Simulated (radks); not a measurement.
Results of a calculation; reference values are marked as such.
Spherical quantum dot in the effective-mass picture: electrons in a hard-walled sphere of radius 3.52, all in effective atomic units (hartree* = m*/eps^2 hartree, bohr* = eps/m* bohr), one dielectric constant everywhere. Level of theory: non-relativistic Kohn-Sham, PBEsol, spin-polarised, spherical densities (a radial shooting solver with Libxc functionals). Levels are named by radial order and angular momentum (1s, 1p, 1d, 2s, ...), and open shells are averaged over m.

N = 21, configuration 1s2 1p6 1d10 1f(up 3, down 0). This is the lowest configuration that the search found. Occupied and some empty levels:

level    occupation  eigenvalue (hartree*)  <r> (bohr*)
1s up             1                 7.9954        2.343
1s down           1                 8.0317        2.330
1p up             3                 8.2130        2.443
1p down           3                 8.2526        2.436
1d up             5                 8.5844        2.527
1d down           5                 8.6265        2.523
1f up             3                 9.0892        2.597
1f down           0                 9.1333        2.594
2s up             0                 9.4116        1.590
2s down           0                 9.4233        1.591
1g up             0                 9.7162        2.655
1g down           0                 9.7616        2.654
2p up             0                 10.109        1.848
2p down           0                 10.126        1.846
2d up             0                 10.940        2.012
2d down           0                 10.962        2.009

Energy (hartree*): total 100.284, kinetic 28.603, external 0, Hartree 81.422, exchange-correlation -9.7417.
